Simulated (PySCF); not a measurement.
PySCF job for ClH5O2Si2, SMILES [SiH](O)(O)[SiH2]Cl, PBE0-D3(BJ)/def2-SVP. Geometry: PBE0-D3(BJ)/def2-SVP. This is a generated structure with no PubChem entry under its InChIKey; it may be hypothetical. The values are those of a single conformer.

```python
import numpy as np
from pyscf import gto, scf, dft, df
from pyscf.hessian import thermo

mol = gto.M(
    atom='''
    O    -1.46608827    1.32281730   -0.16074792
    Si   -1.29566994   -0.25178471    0.33886158
    O    -1.62062007   -1.37669847   -0.84114693
    Si    0.98667415   -0.52455592    0.79147689
    Cl    1.85566019    0.78787614   -0.59763270
    H    -0.71654316    1.65703771   -0.67024101
    H    -2.22502488   -0.40215951    1.49232924
    H    -2.52060267   -1.40660997   -1.18209381
    H     1.54869528   -1.88510590    0.55865872
    H     1.38686008   -0.05723835    2.15152295
    ''',
    basis='def2-SVP',
    charge=0,
    spin=0,
    max_memory=1600,
    verbose=3,
)
mf = dft.RKS(mol, xc='pbe0').density_fit(auxbasis='def2-universal-jkfit')
mf.disp = 'd3bj'
mf.grids.level = 3
mf.conv_tol = 1e-11
mf.max_cycle = 100
mf.kernel()

# [left out here: the lines that compute and print the analytic Hessian (its translational invariance restored by hand, since the grid's response is missing), thermochemistry and intensities]
```

Log of the run:

```
converged SCF energy = -1191.77585463007

WARN: DFTD3 does not support analytical Hessian, using finite difference


WARN: Mole.unit (angstrom) is changed to Bohr

Mode                                 0                   1                   2
Irrep
Freq [cm^-1]                       44.3589            102.8343            146.3375
Reduced mass [au]                   5.6668              8.6561              3.9865
Force const [Dyne/A]                0.0066              0.0539              0.0503
Char temp [K]                      63.8226            147.9557            210.5470
Normal mode                   x     y     z       x     y     z       x     y     z
       0   O                 0.04 -0.01 -0.09    0.14  0.01 -0.03    0.10 -0.03  0.04
       1  Si                -0.00  0.01 -0.00    0.02  0.01  0.00    0.01 -0.06 -0.03
       2   O                -0.09 -0.05  0.09    0.05  0.01 -0.00   -0.14  0.00 -0.04
       3  Si                 0.01 -0.05 -0.06    0.01 -0.04  0.03    0.01  0.05  0.03
       4  Cl                 0.02  0.06  0.05   -0.12  0.01 -0.01    0.01  0.01 -0.01
       5   H                 0.06 -0.05 -0.09    0.20 -0.04  0.02    0.12 -0.05  0.05
       6   H                 0.04  0.12  0.04   -0.04  0.07 -0.05    0.04 -0.05  0.00
       7   H                -0.11 -0.05  0.14    0.08  0.07 -0.09   -0.19  0.03  0.09
       8   H                -0.02 -0.04 -0.19    0.03 -0.02 -0.01    0.16  0.08  0.20
       9   H                 0.04 -0.18 -0.02    0.06 -0.04  0.02   -0.14  0.21  0.02
Mode                                 3                   4                   5
Irrep
Freq [cm^-1]                      231.4874            270.8946            352.9817
Reduced mass [au]                   1.7688              2.2320              3.7739
Force const [Dyne/A]                0.0558              0.0965              0.2770
Char temp [K]                     333.0588            389.7570            507.8621
Normal mode                   x     y     z       x     y     z       x     y     z
       0   O                 0.07  0.05  0.07    0.07 -0.02  0.02   -0.03  0.08  0.07
       1  Si                -0.03  0.01 -0.02   -0.07 -0.03  0.04    0.04  0.03 -0.09
       2   O                 0.06 -0.05  0.01    0.03 -0.04  0.03   -0.03 -0.12  0.06
       3  Si                -0.05  0.01 -0.03   -0.05  0.03 -0.04    0.00 -0.01  0.00
       4  Cl                 0.01  0.00 -0.00    0.04  0.01 -0.01   -0.01 -0.01  0.01
       5   H                 0.12  0.04  0.14    0.17 -0.07  0.11   -0.03  0.22  0.16
       6   H                -0.11 -0.02 -0.09   -0.12  0.02  0.00    0.10  0.04 -0.03
       7   H                -0.07 -0.56  0.39    0.21  0.31 -0.46    0.08  0.19 -0.25
       8   H                -0.07  0.01 -0.03   -0.06  0.03 -0.05    0.07  0.00  0.09
       9   H                -0.04 -0.01 -0.02   -0.03  0.03 -0.05   -0.11  0.06  0.01
Mode                                 6                   7                   8
Irrep
Freq [cm^-1]                      404.3547            439.6634            485.0111
Reduced mass [au]                   1.5587              2.2044              1.4353
Force const [Dyne/A]                0.1502              0.2511              0.1989
Char temp [K]                     581.7764            632.5778            697.8230
Normal mode                   x     y     z       x     y     z       x     y     z
       0   O                -0.04 -0.00 -0.04   -0.02 -0.05 -0.05    0.02 -0.01  0.02
       1  Si                -0.06  0.01 -0.01    0.09 -0.01  0.02    0.04 -0.02 -0.02
       2   O                -0.02 -0.01 -0.01    0.01  0.04  0.01   -0.03 -0.03 -0.01
       3  Si                 0.06 -0.01  0.05   -0.07  0.02 -0.04   -0.02  0.07  0.03
       4  Cl                 0.01  0.01 -0.02   -0.01 -0.02  0.01   -0.01 -0.02  0.00
       5   H                 0.32  0.21  0.61    0.23  0.18  0.47   -0.05 -0.01 -0.08
       6   H                -0.14 -0.07 -0.08    0.20 -0.11  0.10    0.02 -0.04 -0.04
       7   H                -0.03 -0.04  0.01   -0.03  0.06  0.11   -0.04  0.11  0.01
       8   H                -0.02 -0.02 -0.09   -0.10  0.00  0.04   -0.43 -0.02 -0.44
       9   H                 0.24 -0.09  0.02   -0.17  0.06 -0.03    0.37 -0.37  0.06
Mode                                 9                  10                  11
Irrep
Freq [cm^-1]                      530.4364            671.9667            721.3516
Reduced mass [au]                  10.5220              1.0475              1.0565
Force const [Dyne/A]                1.7443              0.2787              0.3239
Char temp [K]                     763.1799            966.8105           1037.8643
Normal mode                   x     y     z       x     y     z       x     y     z
       0   O                 0.00  0.01 -0.01    0.00 -0.00  0.00    0.00  0.02 -0.00
       1  Si                -0.03  0.00  0.01    0.01 -0.00  0.00   -0.03  0.01 -0.02
       2   O                 0.00 -0.01 -0.00   -0.01 -0.01 -0.01   -0.01  0.02  0.00
       3  Si                 0.07  0.07 -0.09    0.00 -0.02 -0.02    0.00  0.00  0.01
       4  Cl                -0.04 -0.07  0.07   -0.00  0.02  0.01   -0.00 -0.00  0.01
       5   H                 0.03  0.01  0.03   -0.02  0.01 -0.02    0.10 -0.18  0.00
       6   H                -0.08  0.02 -0.03   -0.10 -0.01 -0.08    0.58 -0.15  0.44
       7   H                 0.01 -0.03 -0.03   -0.04  0.08  0.06    0.14 -0.41 -0.34
       8   H                 0.13  0.09 -0.05   -0.50 -0.30  0.42   -0.07 -0.04  0.06
       9   H                 0.06  0.11 -0.09    0.41  0.40 -0.29    0.19  0.02 -0.05
Mode                                12                  13                  14
Irrep
Freq [cm^-1]                      790.1260            806.9910            851.2633
Reduced mass [au]                   1.7330              1.1743              1.6466
Force const [Dyne/A]                0.6375              0.4506              0.7030
Char temp [K]                    1136.8154           1161.0803           1224.7784
Normal mode                   x     y     z       x     y     z       x     y     z
       0   O                -0.02  0.10 -0.03    0.01 -0.04  0.01   -0.00 -0.03  0.01
       1  Si                -0.00 -0.00  0.05    0.01 -0.01 -0.00   -0.01  0.01 -0.06
       2   O                 0.01 -0.07 -0.06   -0.02  0.05  0.03    0.01  0.07  0.11
       3  Si                 0.03  0.01 -0.01    0.04  0.01 -0.01    0.01  0.00 -0.01
       4  Cl                -0.00  0.00 -0.00   -0.01  0.00 -0.01   -0.00 -0.00  0.00
       5   H                 0.19 -0.29 -0.01   -0.10  0.19  0.02    0.10 -0.33 -0.04
       6   H                 0.09 -0.23  0.10   -0.16  0.24 -0.10   -0.11 -0.61 -0.22
       7   H                -0.09  0.18  0.14    0.12 -0.35 -0.30    0.04  0.09  0.04
       8   H                -0.29 -0.14  0.10   -0.41 -0.20  0.15   -0.05 -0.04  0.06
       9   H                -0.38 -0.14  0.16   -0.42 -0.18  0.19   -0.09 -0.05  0.04
Mode                                15                  16                  17
Irrep
Freq [cm^-1]                      888.7206            918.1032            940.6711
Reduced mass [au]                   1.8662              1.1186              1.4314
Force const [Dyne/A]                0.8684              0.5555              0.7462
Char temp [K]                    1278.6711           1320.9460           1353.4162
Normal mode                   x     y     z       x     y     z       x     y     z
       0   O                 0.02 -0.11  0.04   -0.05 -0.01  0.03   -0.04  0.07 -0.01
       1  Si                -0.05  0.05 -0.04    0.01 -0.00 -0.03    0.02 -0.07 -0.01
       2   O                 0.05 -0.01 -0.00    0.01  0.02  0.01    0.01  0.04  0.03
       3  Si                 0.02  0.01 -0.01    0.01 -0.01  0.01   -0.02  0.01 -0.02
       4  Cl                -0.00 -0.00  0.00    0.00 -0.00  0.00    0.00  0.00 -0.00
       5   H                -0.01 -0.03  0.06    0.26 -0.52  0.11    0.16 -0.25  0.06
       6   H                 0.26  0.26  0.23   -0.04  0.46 -0.00   -0.08  0.34 -0.04
       7   H                -0.09  0.32  0.28    0.01 -0.00  0.02    0.02 -0.00  0.02
       8   H                -0.07 -0.07  0.23   -0.14  0.01 -0.38    0.18  0.01  0.44
       9   H                -0.05 -0.23  0.10   -0.15  0.36 -0.08    0.26 -0.41  0.05
Mode                                18                  19                  20
Irrep
Freq [cm^-1]                      962.8773           2233.3626           2251.4588
Reduced mass [au]                   2.4587              1.0344              1.0492
Force const [Dyne/A]                1.3431              3.0400              3.1335
Char temp [K]                    1385.3660           3213.3115           3239.3479
Normal mode                   x     y     z       x     y     z       x     y     z
       0   O                -0.02 -0.07  0.03   -0.00  0.00 -0.00    0.00  0.00  0.00
       1  Si                 0.04  0.10  0.03   -0.00 -0.00  0.01    0.00 -0.00 -0.00
       2   O                -0.05 -0.06 -0.06   -0.00 -0.00 -0.00    0.00  0.00  0.00
       3  Si                -0.01  0.01 -0.01   -0.01 -0.00 -0.03    0.01 -0.03 -0.02
       4  Cl                 0.00 -0.00  0.00   -0.00  0.00 -0.00    0.00  0.00  0.00
       5   H                 0.12 -0.33  0.06    0.00 -0.00  0.00   -0.00  0.00 -0.00
       6   H                -0.19 -0.07 -0.18    0.15  0.03 -0.19   -0.07 -0.01  0.10
       7   H                 0.02 -0.20 -0.21   -0.00 -0.00 -0.00   -0.00  0.00  0.00
       8   H                 0.13  0.04  0.18    0.11 -0.29 -0.06   -0.34  0.82  0.15
       9   H                 0.11 -0.17  0.02    0.24  0.29  0.81    0.10  0.10  0.31
Mode                                21                  22                  23
Irrep
Freq [cm^-1]                     2253.4065           3861.6399           3911.8023
Reduced mass [au]                   1.0407              1.0665              1.0667
Force const [Dyne/A]                3.1136              9.3705              9.6176
Char temp [K]                    3242.1502           5556.0400           5628.2126
Normal mode                   x     y     z       x     y     z       x     y     z
       0   O                -0.00 -0.00 -0.00   -0.05 -0.02  0.03    0.00  0.00 -0.00
       1  Si                -0.02 -0.00  0.03   -0.00  0.00  0.00   -0.00  0.00  0.00
       2   O                -0.00  0.00  0.00   -0.00  0.00 -0.00   -0.06 -0.00 -0.02
       3  Si                 0.00 -0.00  0.01    0.00  0.00 -0.00    0.00 -0.00 -0.00
       4  Cl                -0.00 -0.00  0.00   -0.00 -0.00  0.00    0.00  0.00 -0.00
       5   H                -0.00 -0.00  0.00    0.74  0.36 -0.51   -0.02 -0.01  0.01
       6   H                 0.59  0.09 -0.73    0.00  0.00 -0.00    0.00  0.00  0.00
       7   H                 0.00 -0.00  0.00    0.02  0.00  0.01    0.90  0.05  0.35
       8   H                -0.08  0.18  0.03   -0.00 -0.00  0.00    0.00  0.00  0.00
       9   H                -0.05 -0.06 -0.17   -0.00 -0.00  0.00    0.00  0.00  0.00
temperature 298.1500 [K]
pressure 101325.00 [Pa]
Rotational constants [GHz] 3.62213 1.44721 1.28170
Symmetry number 1
Zero-point energy (ZPE) 0.05712 [Eh]   149964.465 [J/mol]
                           tot       elec      trans        rot        vib
Entropy [J/mol/K]       373.571      0.000    169.323    118.243     86.005
Cv [J/mol/K]            115.540      0.000     12.472     12.472     90.597
Cp [J/mol/K]            123.855      0.000     20.786     12.472     90.597
Internal energy [J/mol]                      3718.434   3718.434 163663.914
Internal energy [Eh]   -1191.71069  -1191.77585
Enthalpy [J/mol]                             6197.391   3718.434 163663.914
Enthalpy [Eh]          -1191.70974
Gibbs free energy [J/mol]                  -44286.198 -31535.763 138021.590
Gibbs free energy [Eh] -1191.75216
mode   freq/cm-1   IR/(km/mol)
   1       44.36         0.423
   2      102.83         3.378
   3      146.34         2.037
   4      231.49        55.500
   5      270.89        24.434
   6      352.98        80.116
   7      404.35        96.473
   8      439.66        66.299
   9      485.01        32.770
  10      530.44        39.221
  11      671.97         6.524
  12      721.35       156.561
  13      790.13       122.670
  14      806.99       157.658
  15      851.26        32.136
  16      888.72       171.114
  17      918.10       257.532
  18      940.67        96.245
  19      962.88        84.457
  20     2233.36        73.264
  21     2251.46        99.140
  22     2253.41       143.714
  23     3861.64        95.683
  24     3911.80       109.307
max |gradient| / (hartree/bohr): 6.229888828198024e-05
APT charges: [-0.8708  1.4723 -0.8829  0.9681 -0.5392  0.33   -0.2987  0.3181 -0.248
 -0.2489]
```

The calculation finished and met its thresholds.

Cost: about 3 core-minutes (a rough figure).
